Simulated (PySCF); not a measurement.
Copper: a sound run and one with changed settings

Sound run: Cu⁺ [Ar] 3d10, Cu²⁺ [Ar] 3d9. All numbers are calculated (PySCF 2.14, no relativity, point nucleus, in def2-SVP). The sound run starts from symmetry-adapted Hartree-Fock orbitals and uses a fine grid where one is needed.

A second run was set up differently.

```csv
species,method,sound run (hartree),changed run (hartree),converged
Cu⁺,UHF,-1638.45918,-1638.42619,no
Cu⁺,M06-L,-1639.90562,-1639.74979,no
Cu⁺,BP86,-1640.19854,-1638.17112,no
Cu²⁺,UHF,-1637.81777,-1637.81609,no
Cu²⁺,M06-L,-1639.15948,-1639.02738,no
Cu²⁺,BP86,-1639.42674,-1639.41968,no
```

What was changed?
A. all electrons correlated in a valence basis
B. level shift left on
C. basis contracted for another Hamiltonian
D. too few SCF iterations

D. It used initial guess 1e, at most 3 SCF cycles. The SCF was stopped early; the energies are upper bounds that still move, and correlated levels were skipped or rest on poor orbitals.
